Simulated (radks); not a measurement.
Question: The molybdenum ion Mo8+ is in [Ar] 3d10 4s2 4p4. All-electron calculation, scalar-relativistic Kohn-Sham, r2SCAN, spin-polarised, spherical densities, finite nucleus; meta-GGA in the generalised Kohn-Sham scheme; Fermi nuclear charge, rms radius of each element as measured or else 0.836 A^(1/3) + 0.57 fm. Program: a radial shooting solver on a logarithmic mesh with Libxc functionals. Open shells are filled with parallel spins first. One electron is removed from 3p, 3d, 4s, 4p in turn, with full relaxation. Which removal costs least, and what does each cost?

Answer: 4p 162.83 eV; 4s 192.73 eV; 3d 377.86 eV; 3p 538.43 eV. The 4p electron leaves first.
